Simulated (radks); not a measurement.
The tellurium anion Te- inside a hard spherical wall (all orbitals vanish at R), configuration held at [Kr] 4d10 5s2 5p5 and not refilled when levels cross. Calculated with a radial shooting solver on a logarithmic mesh with Libxc functionals: scalar-relativistic Kohn-Sham, PBE, spin-unpolarised, spherical densities, point nucleus. Eigenvalues in eV, with the zero of energy where the potential of the charges vanishes at infinity; a dash marks a level that is unbound or too diffuse for the functional's potential to be trusted. A positive occupied level is held by the wall or, in an anion where self-interaction has pushed it up, behind a barrier. The pressure on the wall is -dE/dV.

| R (bohr) | E (hartree) | kinetic (hartree) | e(4p) | e(4d) | e(5s) | e(5p) | e(6s, empty) | e(5d, empty) | pressure (GPa) |
|---|---|---|---|---|---|---|---|---|---|
| 12 | -6794.57697 | 7119.152 | -107.13 | -34.376 | -8.149 | 0.502 | 3.493 | 5.044 | 0.00743 |
| 10 | -6794.57482 | 7119.164 | -106.96 | -34.206 | -7.999 | 0.639 | 4.382 | 6.201 | 0.0497 |
| 8 | -6794.56367 | 7119.225 | -106.41 | -33.658 | -7.534 | 1.078 | 6.335 | 8.047 | 0.436 |
| 7 | -6794.54376 | 7119.325 | -105.73 | -32.984 | -6.986 | 1.621 | 8.367 | 9.555 | 1.49 |
| 6 | -6794.48878 | 7119.586 | -104.38 | -31.650 | -5.940 | 2.726 | 12.169 | 11.984 | 5.84 |
| 5 | -6794.31904 | 7120.335 | -101.55 | -28.880 | -3.796 | 5.164 | 20.122 | 16.487 | 27.4 |
| 4 | -6793.71369 | 7122.736 | -95.394 | -22.905 | 1.206 | 11.238 | 39.093 | 26.409 | 163 |
| 3 | -6791.04907 | 7132.162 | -81.096 | -9.284 | 16.150 | 29.732 | 93.306 | 53.748 | 1430 |
| 2.5 | -6786.45719 | 7147.741 | -66.001 | 5.133 | 37.093 | 55.034 | 161.01 | 87.816 | 5460 |
| 1.5 | -6721.31696 | 7346.963 | 37.006 | 115.19 | 271.02 | 312.31 | 716.18 | 373.15 | 207000 |
